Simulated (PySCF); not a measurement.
Si(H)(Br)(Me)(OH) (CH₅BrOSi), SMILES C[SiH](O)Br.

Coordinates come from a PBE-D3(BJ)/def2-SVP optimisation. The structure was generated by enumeration, and PubChem lists no compound with its InChIKey, so it may never have been made. The values are those of a single conformer.

These are PBE-D3(BJ)/def2-SVP in PySCF values and carry that method's errors.

Frequencies are harmonic and unscaled.

```tsv
mode	ν (cm⁻¹)	IR (km/mol)	Raman (Å⁴/amu)	depolarisation	moving atoms (share of kinetic energy)
1	156	8.0	0.9	0.73	H 87 %
2	165	9.9	2.6	0.75	H 47 %, O 18 %, C 16 %, Si 11 %
3	175	11.2	2.8	0.67	H 48 %, C 28 %, Br 13 %, O 8 %
4	254	14.9	2.6	0.55	H 30 %, Si 30 %, O 24 %
5	274	82.4	1.0	0.64	H 43 %, O 40 %
6	399	68.8	7.6	0.16	Si 60 %, Br 22 %, H 10 %
7	638	2.5	10.5	0.53	H 73 %, C 23 %
8	696	66.4	8.8	0.12	H 43 %, C 27 %, Si 21 %, O 9 %
9	716	33.4	4.1	0.75	H 84 %, C 11 %
10	786	93.7	1.5	0.72	H 58 %, O 21 %, C 11 %, Si 10 %
11	842	230.0	5.7	0.57	H 67 %, Si 13 %, C 12 %, O 8 %
12	870	116.2	9.9	0.75	H 88 %
13	907	83.1	2.8	0.24	Si 38 %, H 30 %, O 27 %
14	1217	26.9	1.1	0.64	H 78 %, C 22 %
15	1374	5.6	12.9	0.75	H 96 %
16	1378	2.2	11.0	0.74	H 96 %
17	2218	100.9	151.5	0.20	H 97 %
18	2976	0.6	150.5	0.01	H 97 %
19	3080	1.7	101.3	0.74	H 91 %, C 9 %
20	3083	1.1	71.0	0.75	H 91 %, C 9 %
21	3760	78.0	89.8	0.27	H 94 %
```
